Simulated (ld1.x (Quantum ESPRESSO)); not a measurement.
## beryllium (Be), RRKJ: configuration errors across variants

Be (Z = 4), norm-conserving RRKJ (Kleinman–Bylander form), made with ld1.x (Quantum ESPRESSO) 7.5 (PBEsol, non-relativistic). Core [He], reference 2s1 2p0 (charge +1). Waves: 2s (bound): rc 1.60 bohr; 3d channel at -0.05 Ry: rc 4.10 bohr; 2p (bound, empty): rc 3.95 bohr. Local part: the p channel. Core correction: a·sin(br)/r model core, default radius (core density twice the valence density).

All-electron excitation energies from the reference (eV): (1) 2s2 2p0 -9.456; (2) 2s1.5 2p0 -5.735; (3) 2s1 2p1 -5.864; (4) 2s0 2p1 3.904; (5) 2s0 2p2 -2.249.

The default core radius of the base comes out at 1.01 bohr.

Errors AE − PS in meV (a dash: test not solved or not reliable):

```csv
change,(1),(2),(3),(4),(5),bound ghosts
base,-1.6,+1.8,+40,-20,+60,none
core correction none,-4.4,+1.0,+37,-19,+56,none
core correction a·sin(br)/r model core inside 0.62 bohr,-5.7,+0.1,+38,-20,+60,none
core correction a·sin(br)/r model core inside 0.84 bohr,-5.1,+0.4,+38,-20,+60,none
core correction a·sin(br)/r model core inside 1.00 bohr,-1.9,+1.6,+40,-20,+60,none
core correction a·sin(br)/r model core inside 1.32 bohr,-12,-1.9,+34,-20,+57,none
core correction a·sin(br)/r model core inside 1.50 bohr,-9.3,-1.0,+35,-19,+57,none
core correction a·sin(br)/r model core inside 1.76 bohr,-6.2,+0.3,+37,-19,+57,none
core correction a·sin(br)/r model core inside 1.88 bohr,-5.5,+0.6,+37,-19,+57,none
```

Give the same row for: core correction a·sin(br)/r model core inside 1.16 bohr.

-2.9, +1.6, +40, -20, +60; bound ghosts: none.
